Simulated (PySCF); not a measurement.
C3H2, SMILES [C][C][CH2] (connectivity only; charge and spin as stated), neutral, multiplicity 1.

Coordinates come from a PBE0-D3(BJ)/def2-TZVP optimisation.

Calculation: PBE/def2-TZVPD (PySCF).

Symmetry labels are those of the subgroup C2v that the program uses (full group C2v).

Q: List the valence orbital energies around the gap with their symmetry. (An estimate is asked for; the answer gives what the named calculation found.)

A: 
```json
[
 {"orbital": "HOMO−7", "symmetry": "A1", "energy (eV)": "-269.52"},
 {"orbital": "HOMO−6", "symmetry": "A1", "energy (eV)": "-20.48"},
 {"orbital": "HOMO−5", "symmetry": "A1", "energy (eV)": "-17.66"},
 {"orbital": "HOMO−4", "symmetry": "A1", "energy (eV)": "-13.29"},
 {"orbital": "HOMO−3", "symmetry": "B2", "energy (eV)": "-12.26"},
 {"orbital": "HOMO−2", "symmetry": "B1", "energy (eV)": "-8.93"},
 {"orbital": "HOMO−1", "symmetry": "B2", "energy (eV)": "-6.76"},
 {"orbital": "HOMO", "symmetry": "A1", "energy (eV)": "-6.67"},
 {"orbital": "LUMO", "symmetry": "B1", "energy (eV)": "-5.06"},
 {"orbital": "LUMO+1", "symmetry": "B2", "energy (eV)": "-0.53"},
 {"orbital": "LUMO+2", "symmetry": "A1", "energy (eV)": "-0.48"},
 {"orbital": "LUMO+3", "symmetry": "B1", "energy (eV)": "0.83"}
]
```
